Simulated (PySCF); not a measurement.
CH4BrFOSi, SMILES CO[SiH](F)Br.

Coordinates come from a PBE0-D3(BJ)/def2-SVP optimisation. The structure was generated by enumeration, and PubChem lists no compound with its InChIKey, so it may never have been made. One conformer was computed; it need not be the lowest.

Computed with PBE0-D3(BJ)/def2-SVP run with PySCF 2.14.0.

Frequencies are harmonic and unscaled.

Computed normal modes with their intensities:
```csv
mode,ν (cm⁻¹),IR (km/mol),Raman (Å⁴/amu),depolarisation,moving atoms (share of kinetic energy)
1,42,3.9,0.2,0.75,"O 30 %, H 25 %, C 24 %, F 12 %"
2,82,0.2,0.0,–,H 95 %
3,120,2.4,1.1,0.74,"C 29 %, H 20 %, Si 18 %, O 12 %, Br 11 %, F 9 %"
4,193,7.4,1.0,0.75,"F 51 %, O 15 %, C 12 %, Br 9 %, Si 9 %"
5,249,3.5,1.8,0.35,"Br 30 %, O 27 %, C 16 %, F 15 %, H 8 %"
6,357,31.8,1.0,0.75,"O 37 %, Si 30 %, F 29 %"
7,481,71.4,7.4,0.22,"Si 62 %, Br 18 %, H 12 %"
8,781,38.0,9.7,0.37,"H 37 %, O 30 %, Si 16 %, C 11 %"
9,825,222.8,10.2,0.45,"H 70 %, Si 21 %"
10,842,87.1,8.7,0.60,"H 67 %, F 20 %, Si 11 %"
11,938,196.0,1.2,0.73,"Si 46 %, F 36 %, H 13 %"
12,1169,154.1,2.7,0.62,"H 47 %, C 27 %, O 24 %"
13,1177,5.4,2.1,0.72,"H 76 %, C 19 %"
14,1226,252.8,1.2,0.56,"O 40 %, H 31 %, C 26 %"
15,1473,9.6,15.9,0.74,H 95 %
16,1476,0.8,7.5,0.69,H 90 %
17,1479,9.1,18.1,0.75,H 96 %
18,2309,96.1,119.5,0.17,H 97 %
19,3031,57.7,134.7,0.01,H 97 %
20,3119,26.1,67.3,0.69,"H 90 %, C 10 %"
21,3162,15.5,93.5,0.62,"H 90 %, C 10 %"
```
